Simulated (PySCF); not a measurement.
# Substituent effects on chemical shifts

Parent skeleton `[SiH2:1]1[SiH2:2][SiH2:3][SiH2:4]1`; one hydrogen on atom 1 is replaced by X. Hydrogens on one atom are averaged.

Computational details: structure optimised with GFN2-xTB, shieldings: GIAO PBE0/pcSseg-1, in PySCF (one averaged value for each set of equivalent atoms, non-relativistic Hamiltonian, one computed conformer, in vacuum).

Scale: 29Si (σ = 349.16 ppm) and 1H (σ = 31.72 ppm) vs TMS (reference shieldings calculated alike).

Parent (X = H): Si1 -92.4, Si2/Si4 -92.4, Si3 -92.4, H(Si1) 4.20, H(Si2)/H(Si4) 4.20, H(Si3) 4.20 ppm. Effects are Δδ = δ(X) − δ(H), positive for deshielding.

Known members:
| X | Si1 | Si2/Si4 | Si3 | H(Si1) | H(Si2)/H(Si4) | H(Si3) |
| --- | --- | --- | --- | --- | --- | --- |
| NHCOCH3 | +66.4 | +19.2 | -6.9 | +1.16 | +0.03 | -0.06 |
| NH2 | +83.6 | +6.9 | -21.5 | +1.77 | -0.03 | -0.35 |
| C(S)CH3 | +56.4 | +16.7 | +2.7 | +1.57 | +0.01 | +0.13 |

Four more derivatives gave (Δδ, ppm):
```tsv
compound	Si1	Si2/Si4	Si3	H(Si1)	H(Si2)/H(Si4)	H(Si3)
1	+117.1	+18.8	-4.3	+1.89	+0.13	+0.02
2	+50.7	+9.6	-6.5	+0.55	-0.01	-0.16
3	+108.0	+15.0	-10.9	+2.15	+0.16	-0.09
4	+28.0	+9.7	+3.3	+0.75	+0.02	+0.19
```

Problem. Their substituents are CH2OCH3, CHO, Cl, OCHO. Which is which?

Solution. 1: X = OCHO (O=CO[SiH]1[SiH2][SiH2][SiH2]1); 2: X = CH2OCH3 (COC[SiH]1[SiH2][SiH2][SiH2]1); 3: X = Cl (Cl[SiH]1[SiH2][SiH2][SiH2]1); 4: X = CHO (O=C[SiH]1[SiH2][SiH2][SiH2]1).
